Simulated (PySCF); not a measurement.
**C₆ coefficients of unlike pairs at UHF**

Calculated with PySCF 2.14 from the dipole response of each species, C₆(A,B) = (3/π) ∫ α_A(iu) α_B(iu) du, in atomic units, from isotropic polarisabilities. For ions this is the dispersion term alone; charge-induced terms of lower order in 1/R come first.

```
species      configuration                                                               basis      relativity  α (bohr³)  C₆ (like pair)
     S+  [Ne] 3s2 3p3 (4S)                                             dyall-av3z (19s12p3d2f)   spin-free X2C      10.83           53.21
  P(3+)      [Ne] 3s2 (1S)                                        aug-cc-pV(Q+d)Z (7s6p5d3f2g)            none      7.161           18.74
 Ba(2+)          [Xe] (1S)  def2-TZVPPD with the def2 core potential (46 electrons) (6s4p3d1f)  core potential      10.38           74.30
 Ne(3+)  [He] 2s2 2p3 (4S)                                            def2-QZVPPD (8s5p4d2f1g)            none     0.7129          0.6097
```

**Question.** Estimate C₆ for Ba(2+) with S+.

**Answer.** The integral gives 61.66. The combination rule 2 C_A C_B / (C_A α_B/α_A + C_B α_A/α_B) gives 61.52 and the geometric mean 62.88.

No spin-orbit coupling is included.

The other pairs:

```
          pair     C₆
     P(3+), S+  31.38
 Ba(2+), P(3+)  35.68
Ne(3+), Ba(2+)  6.292
    Ne(3+), S+  4.961
 Ne(3+), P(3+)  2.834
```
